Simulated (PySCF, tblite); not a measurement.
Compound: C7H4FOP.
InChI=1S/C7H4FOP/c8-7-9-5-3-1-2-4-6(5)10-7/h1-4H

Method used: PBE0/def2-SVPD in PySCF (dipole) on a GFN2-xTB geometry, gas phase.

Take the most abundant isotopes and a rigid rotor. 

Question: What are A, B and C (MHz)?

Answer: Ia = 179.52, Ib = 553.41, Ic = 732.94 u·Å²; 505379 MHz·u·Å²/I gives A = 2815, B = 913.2, C = 689.5 MHz.

Question: What kind of rotor is it?

Answer: An asymmetric top; Ray's κ = -0.790.

Question: Is it planar, by Δ = Ic − Ia − Ib?

Answer: Planar: Δ = Ic − Ia − Ib = 0.00 u·Å². For a rigid frame Δ = −2 Σ m c², so it vanishes when all atoms lie in the ab plane; here none is more than 0.01 Å from it.

Question: List the rotational levels J(Ka,Kc) to J = 5 (K).

Answer: Above 0(0,0), as E/k:
J = 1: 1(0,1) 0.077, 1(1,1) 0.168, 1(1,0) 0.179
J = 2: 2(0,2) 0.230, 2(1,2) 0.311, 2(1,1) 0.344, 2(2,1) 0.617, 2(2,0) 0.618
J = 3: 3(0,3) 0.457, 3(1,3) 0.525, 3(1,2) 0.590, 3(2,2) 0.848, 3(2,1) 0.853, 3(3,1) 1.332, 3(3,0) 1.332
J = 4: 4(0,4) 0.756, 4(1,4) 0.810, 4(1,3) 0.917, 4(2,3) 1.155, 4(2,2) 1.168, 4(3,2) 1.641, 4(3,1) 1.642, 4(4,1) 2.316, 4(4,0) 2.316
J = 5: 5(0,5) 1.125, 5(1,5) 1.164, 5(1,4) 1.324, 5(2,4) 1.538, 5(2,3) 1.567, 5(3,3) 2.028, 5(3,2) 2.030, 5(4,2) 2.703, 5(4,1) 2.703, 5(5,1) 3.571, 5(5,0) 3.571
The levels of one J sum to (2J + 1)J(J + 1)(A + B + C)/3.

Question: Which types of transition are allowed, and where do some lines up to J = 5 fall?

Answer: The dipole components are |μa| = 2.23 D, |μb| = 0.22 D, |μc| = 0.00 D; the mirror of this Cs structure is the ab plane, so μc vanishes by symmetry and there are no c-type lines. Intensities carry the squares of the components, which stand as 1.00 : 0.01 (a : b). Some lines, for components of 0.1 D or more:

```json
{"type": "a", "branch": "Q", "J(Ka,Kc)": "5(2,3) ← 5(2,4)", "MHz": "609", "lower level (cm⁻¹)": "1.069"}
{"type": "b", "branch": "Q", "J(Ka,Kc)": "2(1,1) ← 2(0,2)", "MHz": "2368", "lower level (cm⁻¹)": "0.160"}
{"type": "a", "branch": "R", "J(Ka,Kc)": "2(1,1) ← 1(1,0)", "MHz": "3429", "lower level (cm⁻¹)": "0.124"}
{"type": "b", "branch": "Q", "J(Ka,Kc)": "5(1,4) ← 5(0,5)", "MHz": "4156", "lower level (cm⁻¹)": "0.782"}
{"type": "b", "branch": "Q", "J(Ka,Kc)": "5(2,3) ← 5(1,4)", "MHz": "5061", "lower level (cm⁻¹)": "0.920"}
{"type": "b", "branch": "Q", "J(Ka,Kc)": "2(2,0) ← 2(1,1)", "MHz": "5724", "lower level (cm⁻¹)": "0.239"}
{"type": "a", "branch": "R", "J(Ka,Kc)": "4(1,4) ← 3(1,3)", "MHz": "5929", "lower level (cm⁻¹)": "0.365"}
{"type": "a", "branch": "R", "J(Ka,Kc)": "4(0,4) ← 3(0,3)", "MHz": "6232", "lower level (cm⁻¹)": "0.318"}
{"type": "a", "branch": "R", "J(Ka,Kc)": "4(2,2) ← 3(2,1)", "MHz": "6575", "lower level (cm⁻¹)": "0.593"}
{"type": "b", "branch": "Q", "J(Ka,Kc)": "5(2,4) ← 5(1,5)", "MHz": "7781", "lower level (cm⁻¹)": "0.809"}
{"type": "a", "branch": "R", "J(Ka,Kc)": "5(2,4) ← 4(2,3)", "MHz": "7972", "lower level (cm⁻¹)": "0.803"}
{"type": "a", "branch": "R", "J(Ka,Kc)": "5(4,2) ← 4(4,1)", "MHz": "8055", "lower level (cm⁻¹)": "1.610"}
{"type": "a", "branch": "R", "J(Ka,Kc)": "5(4,1) ← 4(4,0)", "MHz": "8055", "lower level (cm⁻¹)": "1.610"}
{"type": "a", "branch": "R", "J(Ka,Kc)": "5(2,3) ← 4(2,2)", "MHz": "8310", "lower level (cm⁻¹)": "0.812"}
{"type": "b", "branch": "R", "J(Ka,Kc)": "5(1,5) ← 4(0,4)", "MHz": "8503", "lower level (cm⁻¹)": "0.526"}
{"type": "b", "branch": "R", "J(Ka,Kc)": "2(2,1) ← 1(1,0)", "MHz": "9135", "lower level (cm⁻¹)": "0.124"}
{"type": "b", "branch": "Q", "J(Ka,Kc)": "3(3,0) ← 3(2,1)", "MHz": "9989", "lower level (cm⁻¹)": "0.593"}
{"type": "b", "branch": "Q", "J(Ka,Kc)": "4(3,2) ← 4(2,3)", "MHz": "10129", "lower level (cm⁻¹)": "0.803"}
{"type": "b", "branch": "R", "J(Ka,Kc)": "3(2,2) ← 2(1,1)", "MHz": "10514", "lower level (cm⁻¹)": "0.239"}
{"type": "b", "branch": "R", "J(Ka,Kc)": "5(2,4) ← 4(1,3)", "MHz": "12933", "lower level (cm⁻¹)": "0.637"}
{"type": "b", "branch": "R", "J(Ka,Kc)": "4(2,2) ← 3(1,3)", "MHz": "13391", "lower level (cm⁻¹)": "0.365"}
{"type": "b", "branch": "R", "J(Ka,Kc)": "4(3,1) ← 3(2,2)", "MHz": "16532", "lower level (cm⁻¹)": "0.589"}
{"type": "b", "branch": "R", "J(Ka,Kc)": "5(4,2) ← 4(3,1)", "MHz": "22113", "lower level (cm⁻¹)": "1.141"}
{"type": "b", "branch": "R", "J(Ka,Kc)": "5(4,1) ← 4(3,2)", "MHz": "22121", "lower level (cm⁻¹)": "1.141"}
{"type": "b", "branch": "R", "J(Ka,Kc)": "5(5,1) ← 4(4,0)", "MHz": "26141", "lower level (cm⁻¹)": "1.610"}
{"type": "b", "branch": "R", "J(Ka,Kc)": "5(5,0) ← 4(4,1)", "MHz": "26141", "lower level (cm⁻¹)": "1.610"}
```

Question: Estimate the classical rotational partition function at 200 K, 298.15 K and 500 K.

Answer: Point group Cs, symmetry number σ = 1; q = (√π/σ)·√((kT/h)³/(ABC)), k/h = 20836.6 MHz/K: 358000 at 200 K, 652000 at 298.15 K, 1420000 at 500 K.

Its GFN2-xTB frequencies are all real (lowest 125 cm⁻¹). Zero-point vibration and centrifugal distortion are left out.
